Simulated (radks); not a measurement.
Values are calculated unless marked as measured or tabulated.
These are the eigenvalues of the occupied orbitals of an atom or ion with whole-number occupations (eV). Code: a radial shooting solver on a logarithmic mesh with Libxc functionals. Model: Dirac Kohn-Sham, PBE, spin-unpolarised, spherical densities, point nucleus.

orbital  eigenvalue
1s1/2     -13370.88
2s1/2     -1792.976
2p1/2     -1620.363
2p3/2     -1572.895
3s1/2     -289.5670
3p1/2     -229.4365
3p3/2     -222.2455
3d3/2     -118.3903
3d5/2     -117.1858
4s1/2      -48.0254
4p1/2      -33.3575
4p3/2      -32.5317

Which element is it, and in what charge state? The configuration may be excited. Open shells, if any, fill j = l - 1/2 first.

Answer. Z = 35, bromine, charge +2: Br2+ in [Ar] 3d8 4s2 4p5. The list shows which subshells hold electrons but not how many an open one holds; the 1s level, -491.37 hartree, gives Z - s = 31.3 by -(Z - s)^2/2, which with screening and relativity narrows Z to a few neighbours, and the depths of the outer levels then fix element, charge and occupations together.
